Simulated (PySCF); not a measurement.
C6H15Al, triplet, geometry from GFN2-xTB (such geometries of metal compounds can be far from the true shape) (a higher spin typed on purpose: for a closed-shell molecule this is an excited state); CCSD(T)/STO-3G (PySCF).

Input for PySCF:
```python
from pyscf import gto, scf, cc

mol = gto.M(
    atom='''
Al   -0.047642    0.836812    0.372784
C     1.518630    0.099237   -0.840983
C     1.569681    0.799493   -2.186872
H     1.406869   -0.981159   -0.975676
H     2.446587    0.275276   -0.286759
H     1.675241    1.876831   -2.062676
H     0.662387    0.612223   -2.758869
H     2.417334    0.444986   -2.778890
C    -1.697761   -0.338480   -0.227256
C    -2.421788    0.266312   -1.417107
H    -2.369135   -0.390996    0.636550
H    -1.368471   -1.356633   -0.457918
H    -1.774405    0.300256   -2.291869
H    -2.749315    1.282453   -1.199200
H    -3.304920   -0.322711   -1.677348
C     0.445131   -0.217330    2.152189
C     0.661565   -1.715192    2.088540
H    -0.374466    0.024503    2.836058
H     1.344437    0.286612    2.519729
H     1.490146   -1.961650    1.428360
H    -0.231126   -2.223077    1.730154
H     0.895448   -2.109704    3.081100
''',
    basis='sto-3g',
    charge=0,
    spin=2,
    verbose=5,
)

mf = scf.UHF(mol)
mf.kernel()

mycc = cc.CCSD(mf, frozen=11)
mycc.kernel()
et = mycc.ccsd_t()
print('E(CCSD(T)) = %.10f' % (mycc.e_tot + et))
```

What the program printed (banner, timings and long lists left out):

```
PySCF version 2.14.0

[INPUT] verbose = 5
[INPUT] max_memory = 4000
[INPUT] num. atoms = 22
[INPUT] num. electrons = 64
[INPUT] charge = 0
[INPUT] spin (= nelec alpha-beta = 2S) = 2
[INPUT] symmetry False subgroup None
[INPUT] Mole.unit = angstrom
[INPUT] Symbol           X                Y                Z      unit          X                Y                Z       unit  Magmom
[...]
[INPUT] ---------------- BASIS SET ----------------
[INPUT] l, kappa, [nprim/nctr], expnt,             c_1 c_2 ...
[INPUT] H
[...]
                                0.62391373        0.53532814
                                0.1688554         0.44463454
[INPUT] Al
[...]
                                64.01186067       0.5353281423
                                17.32410761       0.4446345422
[...]
                                4.391813233       0.3995128261
                                1.42835397        0.7001154689
[...]
                                0.3893265318      0.2255954336
                                0.1523797659      0.900398426
[...]
                                4.391813233       0.6076837186
                                1.42835397        0.3919573931
[...]
                                0.3893265318      0.5951670053
                                0.1523797659      0.462001012
[INPUT] C
[...]
                                13.045096         0.53532814
                                3.5305122         0.44463454
[...]
                                0.6834831         0.39951283
                                0.2222899         0.70011547
[...]
                                0.6834831         0.60768372
                                0.2222899         0.39195739

nuclear repulsion = 354.707190687191
number of shells = 38
number of NR pGTOs = 162
number of NR cGTOs = 54
basis = sto-3g
ecp = {}

******** <class 'pyscf.scf.uhf.UHF'> ********
method = UHF
initial guess = minao
damping factor = 0
level_shift factor = 0
DIIS = <class 'pyscf.scf.diis.CDIIS'>
diis_start_cycle = 1
diis_space = 8
diis_damp = 0
SCF conv_tol = 1e-09
SCF conv_tol_grad = None
SCF max_cycles = 50
direct_scf = True
direct_scf_tol = 1e-13
number electrons alpha = 33  beta = 31
Set gradient conv threshold to 3.16228e-05
E1 = -1347.1461931109493  E2 = 519.9558078045401  Ecoul = 575.2404909775528  Exc = -55.284683173012695
init E= -472.483194619218
cond(S) = 11.772633835447152

  alpha mo_energy =
[-5.77943574e+01 -1.11486196e+01 -1.11482487e+01 -1.11461933e+01
 -1.11457078e+01 -1.11456669e+01 -1.11434946e+01 -4.76231591e+00
 -2.97760074e+00 -2.97741932e+00 -2.97691524e+00 -1.46251720e+00
 -1.40454844e+00 -1.40420455e+00 -1.02240767e+00 -9.86352197e-01
 -9.81431025e-01 -5.94821327e-01 -5.82527261e-01 -5.81223115e-01
 -5.68699263e-01 -5.27972141e-01 -5.17216727e-01 -4.44278361e-01
 -4.24745527e-01 -4.21771418e-01 -4.14502435e-01 -4.09838837e-01
 -4.01578087e-01 -3.91646643e-01 -2.04510434e-01 -1.94896186e-01
 -6.56061993e-04  3.72896554e-01  4.03676799e-01  4.07902199e-01
  4.69455470e-01  4.82631249e-01  4.97687262e-01  4.97976563e-01
  5.13317441e-01  5.21314155e-01  5.25525351e-01  5.34145073e-01
  5.53851215e-01  5.60116905e-01  5.74450223e-01  5.90890648e-01
  6.07312383e-01  6.11933166e-01  6.17458501e-01  6.23723615e-01
  6.37036322e-01  6.53083625e-01]
  beta  mo_energy =
[-5.77943574e+01 -1.11486196e+01 -1.11482487e+01 -1.11461933e+01
 -1.11457078e+01 -1.11456669e+01 -1.11434946e+01 -4.76231591e+00
 -2.97760074e+00 -2.97741932e+00 -2.97691524e+00 -1.46251720e+00
 -1.40454844e+00 -1.40420455e+00 -1.02240767e+00 -9.86352197e-01
 -9.81431025e-01 -5.94821327e-01 -5.82527261e-01 -5.81223115e-01
 -5.68699263e-01 -5.27972141e-01 -5.17216727e-01 -4.44278361e-01
 -4.24745527e-01 -4.21771418e-01 -4.14502435e-01 -4.09838837e-01
 -4.01578087e-01 -3.91646643e-01 -2.04510434e-01 -1.94896186e-01
 -6.56061993e-04  3.72896554e-01  4.03676799e-01  4.07902199e-01
  4.69455470e-01  4.82631249e-01  4.97687262e-01  4.97976563e-01
[...]
   0.82013307   0.83113482   0.83177797   0.8609871 ]
  beta  mo_energy =
[-57.72401561 -11.06707616 -11.06106992 -11.00212045 -11.00011346
 -10.91729786 -10.91330853  -4.65623652  -2.88674921  -2.88315966
  -2.87239531  -0.99225878  -0.930169    -0.92483733  -0.80362403
  -0.74345659  -0.73500788  -0.60519653  -0.55242195  -0.53762215
  -0.52654664  -0.51297342  -0.50644938  -0.50022363  -0.48918377
  -0.42608718  -0.4205049   -0.41904449  -0.40622952  -0.33451157
  -0.19387686   0.08958694   0.30387661   0.57445396   0.59254367
   0.61147943   0.62298995   0.66041009   0.67374897   0.7009683
   0.70264376   0.71235979   0.72840819   0.74961135   0.75544504
   0.75813696   0.76169129   0.77762308   0.80172842   0.81066609
   0.82595245   0.83725438   0.84084021   0.86793892]
multiplicity <S^2> = 2.0224776  2S+1 = 3.0149478
E1 = -1355.3739622750697  E2 = 528.6108694510604  Ecoul = 583.5199123090737  Exc = -54.90904285801332
Extra cycle  E= -472.055902136818  delta_E= -8.64e-12  |g|= 1.37e-06  |ddm|= 4.86e-06
converged SCF energy = -472.055902136818  <S^2> = 2.0224776  2S+1 = 3.0149478

******** <class 'pyscf.cc.uccsd.UCCSD'> ********
CC2 = 0
CCSD nocc = (np.int64(22), np.int64(20)), nmo = (43, 43)
frozen orbitals 11
max_cycle = 50
direct = 0
conv_tol = 1e-07
conv_tol_normt = 1e-06
diis_space = 6
diis_start_cycle = 0
diis_start_energy_diff = 1e+09
Init t2, MP2 energy = -0.328881866552991
Init E_corr(UCCSD) = -0.328881866555082
cycle = 1  E_corr(UCCSD) = -0.402447005927475  dE = -0.0735651394  norm(t1,t2) = 0.110955
cycle = 2  E_corr(UCCSD) = -0.42636769471731  dE = -0.0239206888  norm(t1,t2) = 0.0482304
cycle = 3  E_corr(UCCSD) = -0.443480268237424  dE = -0.0171125735  norm(t1,t2) = 0.0268843
cycle = 4  E_corr(UCCSD) = -0.443358625821883  dE = 0.000121642416  norm(t1,t2) = 0.0108587
cycle = 5  E_corr(UCCSD) = -0.443344515485077  dE = 1.41103368e-05  norm(t1,t2) = 0.00495904
cycle = 6  E_corr(UCCSD) = -0.443392502818432  dE = -4.79873334e-05  norm(t1,t2) = 0.00208966
cycle = 7  E_corr(UCCSD) = -0.443356502349268  dE = 3.60004692e-05  norm(t1,t2) = 0.000815598
cycle = 8  E_corr(UCCSD) = -0.443368696806835  dE = -1.21944576e-05  norm(t1,t2) = 0.000636268
cycle = 9  E_corr(UCCSD) = -0.443372963853877  dE = -4.26704704e-06  norm(t1,t2) = 0.000578233
cycle = 10  E_corr(UCCSD) = -0.443377956883087  dE = -4.99302921e-06  norm(t1,t2) = 0.000536816
cycle = 11  E_corr(UCCSD) = -0.44336230832212  dE = 1.5648561e-05  norm(t1,t2) = 0.000460053
cycle = 12  E_corr(UCCSD) = -0.443355796833565  dE = 6.51148856e-06  norm(t1,t2) = 0.000255304
cycle = 13  E_corr(UCCSD) = -0.443363539657303  dE = -7.74282374e-06  norm(t1,t2) = 0.000104642
cycle = 14  E_corr(UCCSD) = -0.443370785406637  dE = -7.24574933e-06  norm(t1,t2) = 4.75622e-05
cycle = 15  E_corr(UCCSD) = -0.443372147979361  dE = -1.36257272e-06  norm(t1,t2) = 1.92473e-05
cycle = 16  E_corr(UCCSD) = -0.443372063539643  dE = 8.44397178e-08  norm(t1,t2) = 9.53774e-06
cycle = 17  E_corr(UCCSD) = -0.443371709320313  dE = 3.5421933e-07  norm(t1,t2) = 4.716e-06
cycle = 18  E_corr(UCCSD) = -0.443371546878776  dE = 1.62441537e-07  norm(t1,t2) = 2.62894e-06
cycle = 19  E_corr(UCCSD) = -0.443371523720886  dE = 2.31578907e-08  norm(t1,t2) = 1.73777e-06
cycle = 20  E_corr(UCCSD) = -0.443371524638257  dE = -9.1737179e-10  norm(t1,t2) = 1.51683e-06
cycle = 21  E_corr(UCCSD) = -0.443371507413299  dE = 1.72249585e-08  norm(t1,t2) = 1.42715e-06
Linear dependence found in DIIS error vectors.
cycle = 22  E_corr(UCCSD) = -0.443371488995329  dE = 1.84179702e-08  norm(t1,t2) = 1.3231e-06
Linear dependence found in DIIS error vectors.
cycle = 23  E_corr(UCCSD) = -0.443371452892608  dE = 3.61027205e-08  norm(t1,t2) = 1.19948e-06
Linear dependence found in DIIS error vectors.
cycle = 24  E_corr(UCCSD) = -0.443371441784907  dE = 1.11077012e-08  norm(t1,t2) = 9.06322e-07
UCCSD converged
E(UCCSD) = -472.499273578603  E_corr = -0.443371441784907
UCCSD(T) correction = -0.00396806819427212
E(CCSD(T)) = -472.5032416468
```
